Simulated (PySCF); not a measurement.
Species: C4H9FOSi.
SMILES with atom numbers: `[CH3:1][O:2][C@@H:3]1[SiH2:4][CH2:5][C@@H:6]1[F:7]` (hydrogens: H8, H9, H10 on C1; H11 on C3; H12, H13 on Si4; H14, H15 on C5; H16 on C6)

Geometry (PBE0-D3(BJ)/def2-SVP, Å), atoms numbered from 1 in this order:
```
atom  x, y, z in Å
C1     2.2996   -0.1954   -0.4176
O2     1.2378    0.3840    0.2959
C3     0.0654    0.5749   -0.4484
Si4   -1.2441    1.2288    0.8009
C5    -1.4912   -0.6557    0.8648
C6    -0.8271   -0.6868   -0.5116
F7    -0.1705   -1.8590   -0.8109
H8     2.5821    0.4308   -1.2863
H9     2.0596   -1.2083   -0.7769
H10    3.1595   -0.2493    0.2652
H11    0.2724    1.0390   -1.4302
H12   -2.3787    1.9879    0.1955
H13   -0.7265    1.9250    2.0101
H14   -2.4634   -1.1554    0.9593
H15   -0.7870   -1.0572    1.6112
H16   -1.5877   -0.5242   -1.2995
```

All values: wB97X-D/def2-SVPD (PySCF, non-relativistic), on one gas-phase PBE0-D3(BJ)/def2-SVP geometry that isn't relaxed in the solvent. The solvent is an IEF-PCM continuum (Bondi radii, 1.10 Å for H, scaled by 1.2), and excitations are vertical TDDFT with non-equilibrium linear response and a frozen core. Only the electrostatic response of the medium enters.

```csv
run,E − E(gas) (kJ/mol),HOMO (eV),HOMO–LUMO gap (eV),dipole (D),lowest singlet (eV),static polarisability (au)
gas,0.00,-9.19,11.09,1.27,6.86,78.5
P,-12.71,-9.18,11.22,1.69,6.92,99.4
Q,-10.98,-9.18,11.20,1.62,6.91,96.2
```

Problem. The runs were made in chloroform and tetrahydrofuran. Which run belongs to which solvent?

Solution. P = tetrahydrofuran, Q = chloroform. The dielectric constants are 4.711 (chloroform), 7.426 (tetrahydrofuran), and the energy falls further as ε rises. The optical constants n² used for the excitations are 2.09, 1.97 in the same order. In this model the ground state sees the solvent through ε alone.

Problem. How constant is the ratio of the lowering to (ε − 1)/(2ε + 1)?

Solution. 
```
        solvent  (ε − 1)/(2ε + 1)  E − E(gas) (kJ/mol)  ratio (kJ/mol)  polarisation term (kJ/mol)
     chloroform             0.356               -10.98           -30.8                      -12.18
tetrahydrofuran             0.405               -12.71           -31.4                      -14.38
```

The ratio changes by +1.7 % in size from chloroform to tetrahydrofuran. The polarisation term is half the interaction of the solute with the induced surface charges.

The run took about 50 s of CPU time (one thread, shared machine). This is the whole response run at wB97X-D/def2-SVPD in tetrahydrofuran, SCF included.

The pairwise dispersion term of wB97X-D wasn't added to the energies; at a given geometry it leaves orbitals and properties as they are.
